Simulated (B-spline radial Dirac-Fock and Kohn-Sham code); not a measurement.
## Scattering functions of Gd¹³⁺

System: Gd¹³⁺, [Kr] 4d10 4f5.

The run's input, task.json:

```json
{"items": [{
  "Z": 64,
  "q": 13,
  "cfg": [[1, 0, 2], [2, 0, 2], [2, 1, 6], [3, 0, 2], [3, 1, 6], [3, 2, 10], [4, 0, 2], [4, 1, 6], [4, 2, 10], [4, 3, 5]],
  "A": 158,
  "rrms": 5.1569,
  "do": ["scatter"],
  "s": [0.0, 0.05, 0.1, 0.15, 0.2, 0.25, 0.3, 0.35, 0.4, 0.45, 0.5, 0.6, 0.7, 0.8, 0.9, 1.0, 1.1, 1.2, 1.4, 1.6, 1.8, 2.0, 2.5, 3.0, 3.5, 4.0, 5.0, 6.0],
  "pz": [0, 0.1, 0.2, 0.3, 0.4, 0.5, 0.6, 0.8, 1.0, 1.2, 1.4, 1.6, 1.8, 2.0, 2.5, 3.0, 4.0, 5.0, 7.0, 10.0, 15.0, 20.0, 30.0, 40.0, 60.0, 100.0],
  "hv_scatter": [1000, 2000, 5000, 10000, 30000, 50000, 100000, 500000]
}]}
```

Run with: `python xray_run.py task.json out`

Method: Dirac-Fock densities. Computed with a radial finite-basis atomic code. f₀ is the Fourier transform of the spherical electron density, S the Waller-Hartree incoherent function, and s = sin θ/λ. The electron scattering factor follows from the Mott-Bethe formula f_e = 0.023934 Å⁻¹·(Z − f₀)/s².

```tsv
s (Å⁻¹)	f₀	S	f_e (Å)
0	51.000	0.000	–
0.05	50.793	0.174	126.441
0.1	50.180	0.682	33.077
0.15	49.188	1.488	15.756
0.2	47.857	2.537	9.659
0.25	46.241	3.766	6.801
0.3	44.401	5.112	5.212
0.35	42.398	6.519	4.221
0.4	40.296	7.943	3.546
0.45	38.154	9.351	3.055
0.5	36.022	10.723	2.678
0.6	31.959	13.324	2.130
0.7	28.349	15.728	1.741
0.8	25.301	17.962	1.447
0.9	22.819	20.053	1.217
1	20.844	22.015	1.033
1.1	19.280	23.847	0.885
1.2	18.025	25.545	0.764
1.4	16.090	28.520	0.585
1.6	14.511	30.959	0.463
1.8	13.043	32.958	0.376
2	11.632	34.627	0.313
2.5	8.598	37.874	0.212
3	6.607	40.288	0.153
3.5	5.489	42.161	0.114
4	4.829	43.651	0.089
5	3.888	45.833	0.058
6	3.046	47.269	0.041
```

f₀ starts at the number of electrons, 51, and has fallen to half at s ≈ 0.79 Å⁻¹. The sum of ⟨r²⟩ over the electrons is 11.29 bohr². For an ion f_e diverges as s goes to zero, because of the net charge.
